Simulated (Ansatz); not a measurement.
Basis-set extrapolation for `C[CH2][Al][Cl]` radical (PBE0-D4/def2-TZVP geometry, frozen core, the Gaussian-basis code of Ansatz). Multiplicity 2, UHF reference.

```
                     cc-pV(T+d)Z  cc-pV(Q+d)Z
                 HF  -780.172100  -780.182920
    MP2 correlation    -0.597219    -0.643013
CCSD(T) correlation    -0.669671    -0.712916
```

Energies in hartree. Use E(X) = E(∞) + A·exp(−5.46·√X) for Hartree–Fock and E(X) = E(∞) + B·X^(−3.05) for correlation, with X = 3 and 4.

**Question.** What is the CCSD(T) energy at the basis-set limit?

**Answer.** HF limit: -780.182920 + (-0.010820) × 0.30130 = -780.18618. Correlation limit: -0.712916 + (-0.043245) × 0.71189 = -0.74370. Total: -780.92988 hartree, 2.40 eV below CCSD(T)/cc-pV(T+d)Z.
